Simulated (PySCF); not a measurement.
C7H10F2.
SMILES with atom numbers: `[CH3:1][C@@:2]1([F:3])[CH2:4][CH2:5][CH:6]=[C:7]([F:8])[CH2:9]1`

Definitions: NICS(0) = −σiso at the ring centroid; NICS(1) = −σiso and NICS(1)zz = −σzz at ±1 Å along the ring normal z. Level: GIAO PBE0/pcSseg-1 (PySCF, non-relativistic, gas phase) on the GFN2-xTB geometry, one conformer.

Ring bond lengths (Å), with Mayer bond orders in brackets: C2–C4 1.529 (1.01), C4–C5 1.527 (1.04), C5–C6 1.496 (1.02), C6–C7 1.321 (1.87), C7–C9 1.492 (1.03), C9–C2 1.530 (0.98).

**Question.** What do the NICS probes read (ppm)?

**Answer.** 
| ring | type | NICS(0) | NICS(1), two faces | NICS(1)zz, two faces | rms pucker (Å) | centre to ring atoms, mean (Å) |
| --- | --- | --- | --- | --- | --- | --- |
| C2–C4–C5–C6–C7–C9 | 6-membered carbocycle; formal bonds 1 double, 5 single | -4.7 | -2.4 / -4.4 | 0.7 / -3.4 | 0.20 | 1.45 |

**Question.** What can be read from them?

**Answer.** 
- C2–C4–C5–C6–C7–C9: mean NICS(1)zz -1.3 ppm, near zero. C2, C4, C5, C9 have four or more neighbours; no verdict on aromaticity is drawn. The two faces differ by 4.1 ppm, so no symmetry operation interchanges them.

**Question.** What is the mean of the two in-plane components of NICS at the second NICS(1) probe listed for ring C2–C4–C5–C6–C7–C9, 1 Å off the ring?

**Answer.** The isotropic value is a third of the trace: (3 × -4.4 − (-3.4))/2 = -4.9 ppm.

**Question.** Give the inner angles of the rings and the Hirshfeld charges of the ring atoms.

**Answer.** 
- C2–C4–C5–C6–C7–C9: C2 109.7° (+0.113 e), C4 111.4° (-0.079 e), C5 111.7° (-0.064 e), C6 121.8° (-0.080 e), C7 126.4° (+0.085 e), C9 110.3° (-0.088 e); sum 691.3° against 720° for a flat convex ring.

**Question.** What are the shieldings of the ring atoms and their hydrogens in the same run (means over atoms taken as equivalent)?

**Answer.** 
| atoms | environment | σ isotropic (ppm) | principal values of the symmetric part, first atom (ppm) |
| --- | --- | --- | --- |
| C2 | sp3 C–F carbon | 91.6 | 59.3, 66.0, 149.4 |
| C4 | ring CH2 carbon | 149.7 | 139.8, 143.4, 165.8 |
| C5 | allylic carbon | 162.8 | 155.7, 161.6, 171.2 |
| C6 | alkene CH carbon | 79.2 | -13.7, 92.7, 158.6 |
| C7 | vinylic C–F carbon | 18.7 | -77.9, 63.4, 70.5 |
| C9 | allylic carbon | 144.3 | 131.8, 137.9, 163.1 |
| H on C4 | methylene hydrogen | 29.91 | 26.1, 28.1, 35.5 |
| H on C4 | methylene hydrogen | 29.91 | 26.3, 28.3, 35.2 |
| H on C5 | methylene hydrogen | 29.56 | 25.9, 27.4, 35.3 |
| H on C5 | methylene hydrogen | 29.43 | 24.5, 27.0, 36.8 |
| H on C6 | vinylic hydrogen | 26.29 | 23.5, 26.9, 28.5 |
| H on C9 | methylene hydrogen | 29.34 | 25.7, 28.8, 33.5 |
| H on C9 | methylene hydrogen | 28.89 | 25.7, 27.2, 33.8 |
